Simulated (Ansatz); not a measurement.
Consider the formal exchange of groups at the Si–Si bond: `N[SiH2][SiH2][SiH3]` + `O[SiH2]S` → `N[SiH2][SiH](O)S` + `[SiH3][SiH3]`.

Isolated molecules relaxed with PBE0-D4/def2-TZVP in Ansatz; ΔE leaves out vibrations. CCSD(T)/CBS is the MP2 limit (def2-TZVPP, def2-QZVPP) plus CCSD(T) − MP2 in def2-TZVPP, frozen cores. Functionals use def2-TZVPP. Each species was taken in one conformer, which may not be the lowest.

Problem. Is it downhill or uphill in electronic energy at CCSD(T)/CBS, and by how much? (An estimate is asked.)

Solution. The calculation gave: Uphill: ΔE = +10.3 kJ/mol.

Problem. What do these levels give: r2SCAN-D4, PBE0-D4, ωB97X-V, CCSD(T)/def2-TZVPP, SCS-MP2/def2-QZVPP, CCSD/CBS(def2)? (Estimate.)

Solution. The calculation gave: r2SCAN-D4 9.3, PBE0-D4 8.9, ωB97X-V 8.4, CCSD(T)/def2-TZVPP 10.4, SCS-MP2/def2-QZVPP 10.9, CCSD/CBS(def2) 11.0 kJ/mol.

Largest T1 diagnostic among the species: 0.013.

The D4 term adds −4.0 kJ/mol with B3LYP and −2.2 kJ/mol with PBE0; it sums over pairs of atoms, weighted by their polarisabilities, and B3LYP, whose exchange is more repulsive, gets the larger term.

B3LYP here is the variant with VWN-RPA as its local correlation; programs differ in this.
